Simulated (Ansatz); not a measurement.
Potential energy curve for LiNa, singlet.

Calculation: full CI/cc-pVTZ, frozen core in Ansatz (a program for electronic structure).

Question: Relative to R = 2.93 Å, what are the energies at R = 2.34, 2.52, 4.36, 5.28 Å?

Answer: 32.4 kJ/mol at 2.34 Å, 14.4 kJ/mol at 2.52 Å, 46.2 kJ/mol at 4.36 Å, 69.7 kJ/mol at 5.28 Å.
